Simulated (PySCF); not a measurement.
CH6O2Si2, SMILES [SiH3][SiH2]OC=O. Atoms are numbered in the order given.

```xyz
11

O      1.0724    -0.0158    -1.5213
C      1.8075     0.1131    -0.5805
O      1.4343     0.1662     0.6890
Si    -0.2082     0.0554     1.2233
Si    -1.7141    -0.1706    -0.5568
H      2.9099     0.2047    -0.6723
H     -0.4342     1.2985     2.0150
H     -0.2310    -1.1142     2.1481
H     -1.4825    -1.4403    -1.3006
H     -1.6722     1.0195    -1.4517
H     -3.0762    -0.2370     0.0712
```

Geometry optimised at PBE0-D3(BJ)/def2-SVP. The structure was generated by enumeration, and PubChem lists no compound with its InChIKey, so it may never have been made. Other conformers were not sampled.

Two levels are set side by side: PBE/pcSseg-1 (PySCF) and PBE0/pcSseg-1 (PySCF). GIAO shifts against H2O (¹⁷O), TMS (²⁹Si), TMS (¹H), TMS (¹³C) at the same level; non-relativistic, no solvent, atoms listed together averaged. Differences are taken from unrounded values.

| quantity | PBE |
|---|---|
| δ(¹⁷O) of O1 (ppm) | 451.0 |
| δ(¹³C) of C2 (ppm) | 163.4 |
| δ(¹⁷O) of O3 (ppm) | 207.8 |
| δ(²⁹Si) of Si4 (ppm) | -21.3 |
| δ(²⁹Si) of Si5 (ppm) | -107.1 |
| δ(¹H) of H6 (ppm) | 8.23 |
| δ(¹H) of H7, H8 (ppm) | 5.49 |

These are the PBE values. What does PBE0 give? (An estimate is asked for; the answer gives what the named calculation found.)


```
quantity                 PBE0  PBE minus PBE0
---------------------  ------  --------------
δ(¹⁷O) of O1 (ppm)      451.7            -0.8
δ(¹³C) of C2 (ppm)      167.7            -4.2
δ(¹⁷O) of O3 (ppm)      192.4            15.4
δ(²⁹Si) of Si4 (ppm)    -18.0            -3.3
δ(²⁹Si) of Si5 (ppm)   -102.0            -5.1
δ(¹H) of H6 (ppm)        8.14            0.09
δ(¹H) of H7, H8 (ppm)    5.37            0.12
```

Rough cost on one machine, each run with all the roots and properties that it gave: PBE0 against PBE within a factor of 2.
